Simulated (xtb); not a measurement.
Br2Ge, triplet, at a GFN2-xTB geometry (the spin is typed, not shown lowest). Base run: GFN0-xTB run with xtb.

Input for xtb:
```
$ xtb mol.xyz --gfn 0 --uhf 2 --json

# file mol.xyz
3

Ge     0.01662620     0.00626078     1.00353305
Br     1.08727208    -1.65040649    -0.46661885
Br    -1.10247318     1.64468236    -0.45089707
```

The base run was repeated with changes; each row names its change, and settings that it needs were set with it.

```
change         ΔE vs base (kcal/mol)
-------------  ---------------------
base                           0.000
acc = 0.0001                   0.000
etemp = 10000                 -56.59
acc = 30                       0.000
etemp = 10                     0.000
```
